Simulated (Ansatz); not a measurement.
Ideal-gas functions of `F[CH2][SnH3]` at 600 K and 1 bar, from an Ansatz frequency run at PBE0-D4/def2-TZVP.

Molar mass 154.76 g/mol, point group Cs (symmetry number 1), electronic degeneracy 1, moments of inertia 21.128, 185.314, 195.388 u Å². Harmonic wavenumbers (cm⁻¹, unscaled): 77, 192, 391, 413, 574, 680, 718, 725, 767, 1059, 1250, 1281, 1470, 1939, 1955, 1957, 3058, 3121.

Use S(trans) = R[1.5 ln M + 2.5 ln T − 1.1517]; rotational temperatures θ = 24.2544 K / I; S(rot) = R[ln(√π/σ · √(T³/θAθBθC)) + 1.5]; for each mode x = 1.438777 ν̃/T, S = R[x/(eˣ − 1) − ln(1 − e⁻ˣ)] and H = RT x/(eˣ − 1); 1 cm⁻¹ = 0.0119627 kJ/mol; R = 8.31446 J/(mol·K).

Task: By hand: the entropy, in J/(mol·K).

Result: Translation 186.3. Rotation: θ = 1.148, 0.1309, 0.1241 K, giving 113.6. Vibration, mode by mode: 22.37, 14.84, 9.15, 8.73, 6.28, 5.11, 4.75, 4.69, 4.33, 2.49, 1.74, 1.64, 1.14, 0.45, 0.44, 0.44, 0.05, 0.04, in all 88.7. Electronic 0.0. Sum 388.6 J/(mol·K).

Task: By hand: H − E and G − E in kJ/mol, counted from the electronic energy.

Result: Zero-point energy ½ × 21627 × 0.0119627 = 129.4; thermal vibration 28.0; translation, rotation and pV give 4 RT = 20.0. H − E = 177.4 kJ/mol, and G − E = 177.4 − 600 × 388.6/1000 = -55.8 kJ/mol.

Vibration gives 23 % of the entropy, 22.4 J/(mol·K) of it from the mode under 150 cm⁻¹: soft modes count most, and the harmonic formula is weakest for them.
